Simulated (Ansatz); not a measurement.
These are PBE0-D3(BJ)/def2-TZVP (Ansatz, an electronic-structure program) values and carry that method's errors. No frequencies were computed at this level.

Ansatz 0.2 input:
```yaml
crystal:
  periodic: [false, false, false]
  atoms:
    - { symbol: C, position_ang: [2.154572, 0.640384, 0.156263] }
    - { symbol: C, position_ang: [1.172941, -0.197627, 0.27422] }
    - { symbol: C, position_ang: [0.193155, -1.045933, 0.423114] }
    - { symbol: N, position_ang: [-1.164925, -0.76297, 0.258504] }
    - { symbol: C, position_ang: [-1.497166, 0.487548, -0.38109] }
    - { symbol: H, position_ang: [2.468125, 1.278109, 0.971387] }
    - { symbol: H, position_ang: [2.718606, 0.738319, -0.760923] }
    - { symbol: H, position_ang: [0.396262, -2.054337, 0.7625] }
    - { symbol: H, position_ang: [-1.689408, -1.549253, -0.103088] }
    - { symbol: H, position_ang: [-2.57764, 0.621106, -0.363338] }
    - { symbol: H, position_ang: [-1.14509, 0.549967, -1.420119] }
    - { symbol: H, position_ang: [-1.029433, 1.294689, 0.18257] }
basis:
  gaussian: { orbitals: def2-tzvp }
hamiltonian:
  xc: pbe0
  dispersion: d3bj
relax:
  max_steps: 150
```

Output:

```
Functional definition: PBE0
1183 factors; their error is unknown
mean field evaluation 1: about -5736.3295 eV, gradient 6.2e1 eV
mean field evaluation 2: about -5734.0739 eV, gradient 6.9e1 eV
mean field evaluation 4: about -5745.2349 eV, gradient 4.3e0 eV
mean field evaluation 8: about -5745.2699 eV, gradient 5.2e-1 eV
mean field evaluation 16: about -5745.2702 eV, gradient 2.1e-4 eV
mean field -5745.27024304 eV, -211.1347871476 hartree, gradient 3.0e-5 eV, S^2 0.000000; 0 other end points of the search recorded, 0 dependent functions left out
reference -5745.27027411 eV, -211.1347882896 hartree; 19, 19 occupied and 178, 178 virtual orbitals, 1183 factors
relax step   1: F+E_penalty+E_count = -5745.46369909 eV  Δ(F+E_penalty+E_count) = +0.000e0 eV  max|allowed force component| = 5.729e-1 eV/Å  Δτ_max = 0.0000 Å  (30 SCF iters, accepted)
these checks for a lower state are left out or cut short: starts, cluster_reference, orbital_swaps, neighbouring_geometries, increment
1183 factors; their error is unknown
mean field -5745.27162448 eV, -211.1348379146 hartree, gradient 1.2e-5 eV, S^2 0.000000; 0 other end points of the search recorded, 0 dependent functions left out
reference -5745.27165558 eV, -211.1348390574 hartree; 19, 19 occupied and 178, 178 virtual orbitals, 1183 factors
relax step   2: F+E_penalty+E_count = -5745.46457173 eV  Δ(F+E_penalty+E_count) = -8.726e-4 eV  max|allowed force component| = 2.820e-1 eV/Å  Δτ_max = 0.0352 Å  (32 SCF iters, accepted)
these checks for a lower state are left out or cut short: starts, cluster_reference, orbital_swaps, neighbouring_geometries, increment
1183 factors; their error is unknown
mean field evaluation 32: about -5745.2784 eV, gradient 1.3e-5 eV
mean field -5745.27843633 eV, -211.1350882455 hartree, gradient 1.3e-5 eV, S^2 0.000000; 0 other end points of the search recorded, 0 dependent functions left out
reference -5745.27846752 eV, -211.1350893916 hartree; 19, 19 occupied and 178, 178 virtual orbitals, 1183 factors
relax step   3: F+E_penalty+E_count = -5745.47131640 eV  Δ(F+E_penalty+E_count) = -6.745e-3 eV  max|allowed force component| = 2.457e-1 eV/Å  Δτ_max = 0.0306 Å  (32 SCF iters, accepted)
these checks for a lower state are left out or cut short: starts, cluster_reference, orbital_swaps, neighbouring_geometries, increment
1183 factors; their error is unknown
mean field -5745.27192067 eV, -211.1348487996 hartree, gradient 1.4e-5 eV, S^2 0.000000; 0 other end points of the search recorded, 0 dependent functions left out
reference -5745.27195182 eV, -211.1348499440 hartree; 19, 19 occupied and 178, 178 virtual orbitals, 1183 factors
relax step   4: F+E_penalty+E_count = -5745.46487945 eV  Δ(F+E_penalty+E_count) = +6.437e-3 eV  max|allowed force component| = 3.762e-1 eV/Å  Δτ_max = 0.1362 Å  (32 SCF iters, rejected (line search))
these checks for a lower state are left out or cut short: starts, cluster_reference, orbital_swaps, neighbouring_geometries, increment
1183 factors; their error is unknown
mean field -5745.28228747 eV, -211.1352297724 hartree, gradient 1.3e-5 eV, S^2 0.000000; 0 other end points of the search recorded, 0 dependent functions left out
reference -5745.28231862 eV, -211.1352309169 hartree; 19, 19 occupied and 178, 178 virtual orbitals, 1183 factors
relax step   5: F+E_penalty+E_count = -5745.47505651 eV  Δ(F+E_penalty+E_count) = -3.740e-3 eV  max|allowed force component| = 7.400e-2 eV/Å  Δτ_max = 0.0667 Å  (31 SCF iters, accepted)
these checks for a lower state are left out or cut short: starts, cluster_reference, orbital_swaps, neighbouring_geometries, increment
1183 factors; their error is unknown
mean field -5745.28135442 eV, -211.1351954833 hartree, gradient 1.3e-5 eV, S^2 0.000000; 0 other end points of the search recorded, 0 dependent functions left out
reference -5745.28138557 eV, -211.1351966282 hartree; 19, 19 occupied and 178, 178 virtual orbitals, 1183 factors
relax step   6: F+E_penalty+E_count = -5745.47397542 eV  Δ(F+E_penalty+E_count) = +1.081e-3 eV  max|allowed force component| = 1.059e-1 eV/Å  Δτ_max = 0.0385 Å  (32 SCF iters, rejected (line search))
these checks for a lower state are left out or cut short: starts, cluster_reference, orbital_swaps, neighbouring_geometries, increment
1183 factors; their error is unknown
mean field -5745.28348725 eV, -211.1352738634 hartree, gradient 1.3e-5 eV, S^2 0.000000; 0 other end points of the search recorded, 0 dependent functions left out
reference -5745.28351842 eV, -211.1352750090 hartree; 19, 19 occupied and 178, 178 virtual orbitals, 1183 factors
relax step   7: F+E_penalty+E_count = -5745.47604951 eV  Δ(F+E_penalty+E_count) = -9.930e-4 eV  max|allowed force component| = 5.136e-2 eV/Å  Δτ_max = 0.0192 Å  (32 SCF iters, accepted)
these checks for a lower state are left out or cut short: starts, cluster_reference, orbital_swaps, neighbouring_geometries, increment
1183 factors; their error is unknown
mean field evaluation 64: about -5745.2839 eV, gradient 2.8e-4 eV
mean field -5745.28394088 eV, -211.1352905339 hartree, gradient 1.3e-5 eV, S^2 0.000000; 0 other end points of the search recorded, 0 dependent functions left out
reference -5745.28397212 eV, -211.1352916821 hartree; 19, 19 occupied and 178, 178 virtual orbitals, 1183 factors
relax step   8: F+E_penalty+E_count = -5745.47628733 eV  Δ(F+E_penalty+E_count) = -2.378e-4 eV  max|allowed force component| = 5.063e-2 eV/Å  Δτ_max = 0.0178 Å  (32 SCF iters, accepted)
these checks for a lower state are left out or cut short: starts, cluster_reference, orbital_swaps, neighbouring_geometries, increment
1183 factors; their error is unknown
mean field -5745.28399925 eV, -211.1352926789 hartree, gradient 1.3e-5 eV, S^2 0.000000; 0 other end points of the search recorded, 0 dependent functions left out
reference -5745.28403048 eV, -211.1352938267 hartree; 19, 19 occupied and 178, 178 virtual orbitals, 1183 factors
relax step   9: F+E_penalty+E_count = -5745.47636542 eV  Δ(F+E_penalty+E_count) = -7.808e-5 eV  max|allowed force component| = 1.955e-2 eV/Å  Δτ_max = 0.0095 Å  (33 SCF iters, accepted)
these checks for a lower state are left out or cut short: starts, cluster_reference, orbital_swaps, neighbouring_geometries, increment
1183 factors; their error is unknown
mean field -5745.28404323 eV, -211.1352942952 hartree, gradient 1.3e-5 eV, S^2 0.000000; 0 other end points of the search recorded, 0 dependent functions left out
reference -5745.28407446 eV, -211.1352954429 hartree; 19, 19 occupied and 178, 178 virtual orbitals, 1183 factors
relax step  10: F+E_penalty+E_count = -5745.47641801 eV  Δ(F+E_penalty+E_count) = -5.260e-5 eV  max|allowed force component| = 4.575e-3 eV/Å  Δτ_max = 0.0057 Å  (34 SCF iters, accepted)
1183 factors; their error is unknown
mean field evaluation 96: about -5745.2837 eV, gradient 5.2e-1 eV
mean field -5745.28404323 eV, -211.1352942952 hartree, gradient 1.3e-5 eV, S^2 0.000000; 1 other end points of the search recorded, 0 dependent functions left out
reference -5745.28407446 eV, -211.1352954429 hartree; 19, 19 occupied and 178, 178 virtual orbitals, 1183 factors
Total energy: -5745.47644925 eV, -211.1423650860 hartree
Atom 0 at     2.185317     0.624774     0.140166 Å, force    -0.000163     0.000598     0.002179 eV/Å
Atom 1 at     1.180608    -0.196363     0.243508 Å, force    -0.000027    -0.000359    -0.001621 eV/Å
Atom 2 at     0.186706    -1.032512     0.421707 Å, force    -0.000037    -0.001079    -0.004027 eV/Å
Atom 3 at    -1.164648    -0.754420     0.262526 Å, force    -0.001315     0.001784     0.004575 eV/Å
Atom 4 at    -1.517574     0.489141    -0.373247 Å, force    -0.001844    -0.001065    -0.000768 eV/Å
Atom 5 at     2.499969     1.251802     0.972062 Å, force     0.000146     0.001983     0.000395 eV/Å
Atom 6 at     2.755692     0.720775    -0.780966 Å, force    -0.000845    -0.002418     0.000318 eV/Å
Atom 7 at     0.405756    -2.039488     0.767300 Å, force     0.000382     0.000154    -0.000911 eV/Å
Atom 8 at    -1.690463    -1.548488    -0.066577 Å, force     0.001148    -0.001729     0.000637 eV/Å
Atom 9 at    -2.602800     0.562076    -0.448326 Å, force     0.000379    -0.000029    -0.000194 eV/Å
Atom 10 at    -1.078528     0.600942    -1.374924 Å, force     0.001363     0.001042    -0.000798 eV/Å
Atom 11 at    -1.160036     1.321763     0.236772 Å, force     0.000813     0.001118     0.000216 eV/Å
Dipole moment:    -0.234520    -0.095862    -0.153510 e Å
```

Cost: around 110 core-seconds (rough).
